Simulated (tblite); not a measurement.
Species: C5H7O2P.
Numbering: `[OH:1][CH2:2][PH:3][c:4]1[cH:5][cH:6][cH:7][o:8]1` (hydrogens: H9 on O1; H10, H11 on C2; H12 on P3; H13 on C5; H14 on C6; H15 on C7)

Geometry (GFN2-xTB, Å), atoms numbered from 1 in this order:
```
atom  x, y, z in Å
O1    -2.2006    0.9633    0.2381
C2    -2.2698   -0.4309    0.3123
P3    -1.1288   -1.3026   -0.9082
C4     0.4051   -0.4981   -0.3731
C5     1.0509    0.6533   -0.7426
C6     2.2222    0.7153    0.0462
C7     2.2048   -0.3970    0.8312
O8     1.1161   -1.1367    0.5830
H9    -1.2915    1.2452    0.4060
H10   -2.0440   -0.8021    1.3238
H11   -3.2974   -0.7088    0.0661
H12   -1.3560   -0.3745   -1.9264
H13    0.7307    1.3554   -1.4868
H14    2.9701    1.4812    0.0289
H15    2.8838   -0.7550    1.5796
```

Computed with GFN2-xTB (tblite): harmonic, unscaled wavenumbers at the GFN2-xTB geometry, gas phase. Errors from tens to a few hundred cm⁻¹ against measured bands are possible. Modes of hydrogen on phosphorus can be 10 to 20 % off. One conformer, not necessarily the lowest.

Harmonic wavenumbers (cm⁻¹): 33.7, 76.3, 117.5, 220.8, 244.3, 354.8, 365.4, 465.5, 586.4, 619.7, 657.7, 758.3, 773.0, 820.7, 845.5, 857.9, 864.7, 902.7, 918.3, 1038.3, 1070.5, 1086.9, 1115.9, 1117.8, 1180.4, 1218.9, 1252.0, 1309.4, 1362.7, 1431.6, 1436.1, 1546.8, 2306.1, 2853.9, 2973.1, 3166.6, 3169.4, 3188.4, 3484.2.

A = 3306, B = 1189, C = 1063 MHz; mass 130.018 u (most abundant isotopes); point group C1, symmetry number 1.

**Question.** What is the zero-point energy?

**Answer.** Half the sum of the wavenumbers: 23896 cm⁻¹ = 68.32 kcal/mol.

**Question.** Entropy at 298.15 K, 1 bar (ideal gas, RRHO, classical rotation)?

**Answer.** Translation 40.53, rotation 28.73, vibration 22.66: S = 91.9 cal/(mol K).

**Question.** And Cp and H(298.15 K) − H(0)?

**Answer.** Cp = 32.08 cal/(mol K), of which vibrations give 24.13 (their classical limit is 39 R = 77.5); H(298.15 K) − H(0) = 5.84 kcal/mol without the zero-point energy, 3.47 from vibrations.

**Question.** How do the functions run with temperature in this model?

**Answer.** 
```csv
T (K),S (cal/(mol K)),Cp (cal/(mol K)),H − H(0) (kcal/mol),G − H(0) (kcal/mol),ln q(vib)
50,58.3,12.2,0.50,-2.42,0.63
100,67.9,15.8,1.20,-5.59,1.65
373.15,99.8,38.6,8.50,-28.75,7.03
500,112.5,47.8,14.01,-42.23,9.58
750,134.3,59.6,27.57,-73.16,14.55
1000,152.5,66.8,43.43,-109.08,19.20
```

q(vib) and H(0) count from the zero-point level.

**Question.** Blend soft modes into free rotors: weight 1/[1 + (100 cm⁻¹/ν̃)⁴] for the oscillator and the rest for a rotor with moment μB/(μ + B), μ = h/(8π²ν), B = 10⁻⁴⁴ kg m². What vibrational entropy results?

**Answer.** 20.24 cal/(mol K) in place of 22.66, which changes −T·S at 298.15 K by +0.72 kcal/mol.

Hindered rotation and anharmonicity are outside this model. Other conformers, if any are populated, would add a mixing term that is left out. The structure is chiral; the term R ln 2 for an equal mix with its mirror image is left out.

Hardware: one thread of an Arm Neoverse V2, shared host. Cost: 0.37 s of wall time. This covers the Hessian and the dipole derivatives.
